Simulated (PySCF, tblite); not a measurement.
Compound: C4H11FSSi3.
Cartesian coordinates in Å at the GFN2-xTB level; atoms count from 1:
```xyz
20
C4H11FSSi3 angstrom
C     -2.6338   -1.3319   -0.0299
Si    -3.0575    0.3559    0.7082
C     -2.2607    1.6953   -0.4546
F     -2.9461    1.6818   -1.6702
C     -0.8669    1.4132   -0.6613
C      0.2857    1.1013   -0.8405
Si     2.0384    0.5882   -1.0089
S      2.3012   -0.8519    0.5909
Si     4.4046   -1.2247    0.5804
H     -3.1125   -2.1385    0.5172
H     -1.5593   -1.4999   -0.0038
H     -2.9535   -1.3975   -1.0674
H     -4.4955    0.6429    0.7027
H     -2.4697    0.5706    2.0327
H     -2.3846    2.7093   -0.0578
H      2.9573    1.7006   -0.7803
H      2.2876   -0.0967   -2.2738
H      4.5840   -2.1534    1.6805
H      5.0974    0.0420    0.7889
H      4.7788   -1.7959   -0.7089
```

Level of theory: PBE0/pcSseg-1 in PySCF (dipole) on a GFN2-xTB geometry, gas phase.

Masses are those of the commonest isotopes; rigid-rotor values at the optimised geometry. The values belong to one conformer with, in the numbering `[CH3:1][SiH2:2][C@H:3]([F:4])[C:5]#[C:6][SiH2:7][S:8][SiH3:9]`, C1–Si2–C3–F4 69°, C6–Si7–S8–Si9 -172°.

Task: What are A, B and C (MHz)?

Result: Ia = 298.41, Ib = 1680.84, Ic = 1878.52 u·Å²; 505379 MHz·u·Å²/I gives A = 1694, B = 300.7, C = 269.0 MHz.

Task: Classify the top.

Result: A near-prolate asymmetric top: κ = (2 × 300.7 − 1694 − 269.0)/(1694 − 269.0) = -0.96.

Task: Is it planar, by Δ = Ic − Ia − Ib?

Result: Not planar: Δ = Ic − Ia − Ib = -100.73 u·Å². For a rigid frame Δ = −2 Σ m c², so Σ m c² = 50.36 u·Å² lies off the ab plane: 18.14 from hydrogen and 32.22 from heavier atoms. The atom farthest from that plane is 1.98 Å away.

Task: Where do the levels up to J = 2 lie, in K?

Result: Above 0(0,0), as E/k:
J = 1: 1(0,1) 0.027, 1(1,1) 0.094, 1(1,0) 0.096
J = 2: 2(0,2) 0.082, 2(1,2) 0.147, 2(1,1) 0.152, 2(2,1) 0.352, 2(2,0) 0.352
The levels of one J sum to (2J + 1)J(J + 1)(A + B + C)/3.

Task: Which lines would a microwave search look for?

Result: The dipole components are |μa| = 1.16 D, |μb| = 0.33 D, |μc| = 0.56 D. The squared components, which scale the intensities, stand as 1.00 : 0.08 : 0.23 (a : b : c). Some lines, for components of 0.1 D or more:

```tsv
type	branch	J(Ka,Kc)	MHz	lower level (cm⁻¹)
a	R	2(1,2) ← 1(1,1)	1108	0.065
a	R	2(1,1) ← 1(1,0)	1171	0.067
c	Q	2(1,2) ← 2(0,2)	1362	0.057
b	Q	1(1,0) ← 1(0,1)	1425	0.019
b	R	1(1,1) ← 0(0,0)	1963	0.000
c	R	1(1,0) ← 0(0,0)	1994	0.000
c	Q	2(2,1) ← 2(1,1)	4179	0.106
b	Q	2(2,1) ← 2(1,2)	4274	0.102
b	R	2(2,1) ← 1(1,0)	5350	0.067
c	R	2(2,0) ← 1(1,0)	5350	0.067
```

Task: Estimate the classical rotational partition function at 100 K, 298.15 K and 500 K.

Result: Point group C1, symmetry number σ = 1; q = (√π/σ)·√((kT/h)³/(ABC)), k/h = 20836.6 MHz/K: 455000 at 100 K, 2340000 at 298.15 K, 5090000 at 500 K.

Its lowest GFN2-xTB frequency is 8i cm⁻¹, too small to tell a flat minimum from a shallow saddle. Constants of a rigid frame at the computed geometry: no zero-point averaging, no centrifugal distortion. A rigid rotor knows nothing of internal rotation, which can split or shift real lines.

Time: 81 s wall (grids of density and orbitals included); peak memory 1.1 GiB. Hardware: one thread, Arm Neoverse V1 (aarch64) (shared host). This is the PBE0/pcSseg-1 job that gave the dipole, with the shieldings it also computed.
